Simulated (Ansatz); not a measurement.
Level of theory: r2SCAN-D4/def2-TZVP in Ansatz (a quantum-chemistry and plane-wave program). No frequencies were computed at this level.

Ansatz 0.2 input:
```yaml
crystal:
  periodic: [false, false, false]
  atoms:
    - { symbol: O, position_ang: [-1.291583, 1.167878, -0.33908] }
    - { symbol: Si, position_ang: [-0.468974, -0.087401, 0.335932] }
    - { symbol: O, position_ang: [-1.428634, -1.330308, -0.055172] }
    - { symbol: Si, position_ang: [1.692645, -0.204523, -0.160132] }
    - { symbol: H, position_ang: [-0.978963, 2.06163, -0.256463] }
    - { symbol: H, position_ang: [-2.168668, -1.199867, -0.64698] }
    - { symbol: H, position_ang: [2.337814, 0.929474, 0.556785] }
    - { symbol: H, position_ang: [2.306359, -1.336883, 0.565109] }
basis:
  gaussian: { orbitals: def2-tzvp }
hamiltonian:
  xc: r2scan
  dispersion: d4
relax:
  max_steps: 150
```

Output:

```
Functional definition: r2SCAN
982 factors; their error is unknown
mean field evaluation 1: about -19904.2751 eV, gradient 7.8e1 eV
mean field evaluation 2: about -19868.2046 eV, gradient 1.5e2 eV
mean field evaluation 4: about -19912.1172 eV, gradient 2.1e1 eV
mean field evaluation 8: about -19914.1465 eV, gradient 2.4e-1 eV
mean field evaluation 16: about -19914.1301 eV, gradient 6.1e-4 eV
mean field -19914.13008022 eV, -731.8307821657 hartree, gradient 2.0e-5 eV, S^2 0.000000; 0 other end points of the search recorded, 0 dependent functions left out
reference -19914.13009225 eV, -731.8307826079 hartree; 24, 24 occupied and 136, 136 virtual orbitals, 982 factors
relax step   1: F+E_penalty+E_count = -19914.17286330 eV  Δ(F+E_penalty+E_count) = +0.000e0 eV  max|allowed force component| = 8.909e-1 eV/Å  Δτ_max = 0.0000 Å  (31 SCF iters, accepted)
these checks for a lower state are left out or cut short: starts, cluster_reference, orbital_swaps, neighbouring_geometries, increment
982 factors; their error is unknown
mean field -19914.30603311 eV, -731.8372483153 hartree, gradient 1.8e-5 eV, S^2 0.000000; 0 other end points of the search recorded, 0 dependent functions left out
reference -19914.30604524 eV, -731.8372487612 hartree; 24, 24 occupied and 136, 136 virtual orbitals, 982 factors
relax step   2: F+E_penalty+E_count = -19914.34829081 eV  Δ(F+E_penalty+E_count) = -1.754e-1 eV  max|allowed force component| = 7.968e-1 eV/Å  Δτ_max = 0.1980 Å  (38 SCF iters, accepted)
these checks for a lower state are left out or cut short: starts, cluster_reference, orbital_swaps, neighbouring_geometries, increment
982 factors; their error is unknown
mean field evaluation 32: about -19914.3643 eV, gradient 3.6e-4 eV
mean field -19914.36425933 eV, -731.8393880894 hartree, gradient 1.3e-5 eV, S^2 0.000000; 0 other end points of the search recorded, 0 dependent functions left out
reference -19914.36427142 eV, -731.8393885338 hartree; 24, 24 occupied and 136, 136 virtual orbitals, 982 factors
relax step   3: F+E_penalty+E_count = -19914.40673629 eV  Δ(F+E_penalty+E_count) = -5.845e-2 eV  max|allowed force component| = 6.801e-1 eV/Å  Δτ_max = 0.0993 Å  (32 SCF iters, accepted)
these checks for a lower state are left out or cut short: starts, cluster_reference, orbital_swaps, neighbouring_geometries, increment
982 factors; their error is unknown
mean field -19914.40185519 eV, -731.8407697119 hartree, gradient 1.6e-5 eV, S^2 0.000000; 0 other end points of the search recorded, 0 dependent functions left out
reference -19914.40186711 eV, -731.8407701498 hartree; 24, 24 occupied and 136, 136 virtual orbitals, 982 factors
relax step   4: F+E_penalty+E_count = -19914.44463308 eV  Δ(F+E_penalty+E_count) = -3.790e-2 eV  max|allowed force component| = 6.692e-1 eV/Å  Δτ_max = 0.1220 Å  (32 SCF iters, accepted)
these checks for a lower state are left out or cut short: starts, cluster_reference, orbital_swaps, neighbouring_geometries, increment
982 factors; their error is unknown
mean field -19914.41787240 eV, -731.8413583334 hartree, gradient 2.0e-5 eV, S^2 0.000000; 0 other end points of the search recorded, 0 dependent functions left out
reference -19914.41788421 eV, -731.8413587676 hartree; 24, 24 occupied and 136, 136 virtual orbitals, 982 factors
relax step   5: F+E_penalty+E_count = -19914.46076171 eV  Δ(F+E_penalty+E_count) = -1.613e-2 eV  max|allowed force component| = 3.238e-1 eV/Å  Δτ_max = 0.0685 Å  (33 SCF iters, accepted)
these checks for a lower state are left out or cut short: starts, cluster_reference, orbital_swaps, neighbouring_geometries, increment
982 factors; their error is unknown
mean field -19914.42514237 eV, -731.8416254998 hartree, gradient 2.3e-5 eV, S^2 0.000000; 0 other end points of the search recorded, 0 dependent functions left out
reference -19914.42515406 eV, -731.8416259294 hartree; 24, 24 occupied and 136, 136 virtual orbitals, 982 factors
relax step   6: F+E_penalty+E_count = -19914.46808385 eV  Δ(F+E_penalty+E_count) = -7.322e-3 eV  max|allowed force component| = 2.036e-1 eV/Å  Δτ_max = 0.0501 Å  (31 SCF iters, accepted)
these checks for a lower state are left out or cut short: starts, cluster_reference, orbital_swaps, neighbouring_geometries, increment
982 factors; their error is unknown
mean field -19914.42643456 eV, -731.8416729872 hartree, gradient 2.0e-5 eV, S^2 0.000000; 0 other end points of the search recorded, 0 dependent functions left out
reference -19914.42644621 eV, -731.8416734150 hartree; 24, 24 occupied and 136, 136 virtual orbitals, 982 factors
relax step   7: F+E_penalty+E_count = -19914.46940389 eV  Δ(F+E_penalty+E_count) = -1.320e-3 eV  max|allowed force component| = 7.028e-2 eV/Å  Δτ_max = 0.0577 Å  (31 SCF iters, accepted)
these checks for a lower state are left out or cut short: starts, cluster_reference, orbital_swaps, neighbouring_geometries, increment
982 factors; their error is unknown
mean field evaluation 64: about -19914.4091 eV, gradient 3.4e0 eV
mean field -19914.42601082 eV, -731.8416574149 hartree, gradient 1.3e-5 eV, S^2 0.000000; 0 other end points of the search recorded, 0 dependent functions left out
reference -19914.42602242 eV, -731.8416578410 hartree; 24, 24 occupied and 136, 136 virtual orbitals, 982 factors
relax step   8: F+E_penalty+E_count = -19914.46902468 eV  Δ(F+E_penalty+E_count) = +3.792e-4 eV  max|allowed force component| = 5.339e-2 eV/Å  Δτ_max = 0.0698 Å  (31 SCF iters, rejected (line search))
these checks for a lower state are left out or cut short: starts, cluster_reference, orbital_swaps, neighbouring_geometries, increment
982 factors; their error is unknown
mean field -19914.42783239 eV, -731.8417243564 hartree, gradient 1.1e-5 eV, S^2 0.000000; 0 other end points of the search recorded, 0 dependent functions left out
reference -19914.42784402 eV, -731.8417247838 hartree; 24, 24 occupied and 136, 136 virtual orbitals, 982 factors
relax step   9: F+E_penalty+E_count = -19914.47079579 eV  Δ(F+E_penalty+E_count) = -1.392e-3 eV  max|allowed force component| = 3.222e-2 eV/Å  Δτ_max = 0.0333 Å  (31 SCF iters, accepted)
these checks for a lower state are left out or cut short: starts, cluster_reference, orbital_swaps, neighbouring_geometries, increment
982 factors; their error is unknown
mean field -19914.42792898 eV, -731.8417279060 hartree, gradient 1.1e-5 eV, S^2 0.000000; 0 other end points of the search recorded, 0 dependent functions left out
reference -19914.42794062 eV, -731.8417283338 hartree; 24, 24 occupied and 136, 136 virtual orbitals, 982 factors
relax step  10: F+E_penalty+E_count = -19914.47088568 eV  Δ(F+E_penalty+E_count) = -8.989e-5 eV  max|allowed force component| = 1.251e-2 eV/Å  Δτ_max = 0.0210 Å  (33 SCF iters, accepted)
these checks for a lower state are left out or cut short: starts, cluster_reference, orbital_swaps, neighbouring_geometries, increment
982 factors; their error is unknown
mean field -19914.42790346 eV, -731.8417269682 hartree, gradient 9.9e-6 eV, S^2 0.000000; 0 other end points of the search recorded, 0 dependent functions left out
reference -19914.42791510 eV, -731.8417273957 hartree; 24, 24 occupied and 136, 136 virtual orbitals, 982 factors
relax step  11: F+E_penalty+E_count = -19914.47087770 eV  Δ(F+E_penalty+E_count) = +7.981e-6 eV  max|allowed force component| = 1.600e-2 eV/Å  Δτ_max = 0.0178 Å  (33 SCF iters, rejected (line search))
these checks for a lower state are left out or cut short: starts, cluster_reference, orbital_swaps, neighbouring_geometries, increment
982 factors; their error is unknown
mean field evaluation 96: about -19914.4280 eV, gradient 4.2e-3 eV
mean field -19914.42801394 eV, -731.8417310282 hartree, gradient 1.0e-5 eV, S^2 0.000000; 0 other end points of the search recorded, 0 dependent functions left out
reference -19914.42802558 eV, -731.8417314558 hartree; 24, 24 occupied and 136, 136 virtual orbitals, 982 factors
relax step  12: F+E_penalty+E_count = -19914.47097635 eV  Δ(F+E_penalty+E_count) = -9.067e-5 eV  max|allowed force component| = 4.593e-3 eV/Å  Δτ_max = 0.0072 Å  (32 SCF iters, accepted)
982 factors; their error is unknown
mean field -19914.42801394 eV, -731.8417310282 hartree, gradient 7.6e-5 eV, S^2 0.000000; 1 other end points of the search recorded, 0 dependent functions left out
reference -19914.42802558 eV, -731.8417314557 hartree; 24, 24 occupied and 136, 136 virtual orbitals, 982 factors
Total energy: -19914.47098798 eV, -731.8433102951 hartree
Atom 0 at    -1.255774     1.187993    -0.230563 Å, force    -0.001822    -0.004593     0.000526 eV/Å
Atom 1 at    -0.303400    -0.138584    -0.085285 Å, force    -0.002199     0.001012     0.000098 eV/Å
Atom 2 at    -1.328004    -1.393306    -0.214826 Å, force     0.000073    -0.000251    -0.000211 eV/Å
Atom 3 at     1.932582    -0.204625    -0.316595 Å, force     0.004051     0.001747     0.001356 eV/Å
Atom 4 at    -0.817685     2.042737    -0.154681 Å, force     0.001708     0.003319    -0.000248 eV/Å
Atom 5 at    -2.266562    -1.196273    -0.317724 Å, force    -0.000746     0.000108     0.000202 eV/Å
Atom 6 at     2.002259     1.004100     0.601418 Å, force     0.000281    -0.004388    -0.001149 eV/Å
Atom 7 at     2.036580    -1.302042     0.718255 Å, force    -0.001346     0.003045    -0.000574 eV/Å
Dipole moment:    -0.595847     0.329638     0.039755 e Å
```

Cost: very roughly 80 core-seconds.
